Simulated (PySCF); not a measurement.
Correlation energy of Br(2+) (bromine, charge +2)

[Ar] 3d10 4s2 4p3, high-spin 4S determinant. All numbers are calculated (PySCF 2.14, a scalar-relativistic core potential, in aug-cc-pVDZ-PP with ECP10MDF). Frozen: 3s2 3p6 3d10; 5 electrons correlated.

MP2 pair energies summed by pair of shells (mhartree):

```
 pair  energy  share (%)
4s-4p  -38.72       66.4
4p-4p  -13.82       23.7
4s-4s   -5.79        9.9
```

Total MP2 correlation energy: -58.34 mhartree.

Same-spin part -15.25 and opposite-spin part -43.09 mhartree; SCS-MP2 scales them by 1/3 and 6/5 to -56.79 mhartree.

```json
{"level": "CCSD", "correlation energy (mhartree)": "-72.92"}
{"level": "(T)", "correlation energy (mhartree)": "-0.66"}
{"level": "CCSD(T)", "correlation energy (mhartree)": "-73.58"}
```

Diagnostics: T1 = 0.0013, D1 = 0.0020, largest double amplitude 0.047.

Cost of the coupled-cluster step: 0.12 s of wall time on 1 thread of Intel(R) Xeon(R) 6975P-C (shared host), for 5 correlated electrons.
